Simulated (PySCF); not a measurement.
Two-component Hartree-Fock for Pt⁷⁶⁺ (platinum, charge +76)

Start: 1s2. Calculated with PySCF 2.14 in an uncontracted even-tempered set (15 s from 270 bohr⁻², ratio 2.4; 11 p from 350 bohr⁻², ratio 2.4; 3 d from 1100 bohr⁻², ratio 2.6; 3 f from 1600 bohr⁻², ratio 2.6): generalised Hartree-Fock with the X2C-1e Hamiltonian and a Gaussian nucleus; one run each with spin-orbit coupling (SO) switched off, then screened by Boettger's factors.

```csv
spinor shell,electrons,"ε, spin-free (eV)","ε, screened SO (eV)",weight of nominal j (screened SO),"rms radius, screened SO (bohr)"
1s1/2,2,-89192.5,-89192.5,1.000,0.0192
```

```
   quantity    spin-free  screened SO
E (hartree)  -6614.85618  -6614.85618
        M_J            0            0
       ⟨J²⟩        0.000        0.000
       ⟨L²⟩        0.000        0.000
       ⟨S²⟩        0.000        0.000
```

Breit and QED terms are absent; they matter most for the inner s and p1/2 levels.

Densities and radii are taken from the X2C orbitals without a picture-change correction, which distorts them close to the nucleus.

Without spin-orbit coupling the j labels of p, d and f shells carry no meaning; the spin-free column gives the mean over the occupied spinors of each nl shell.
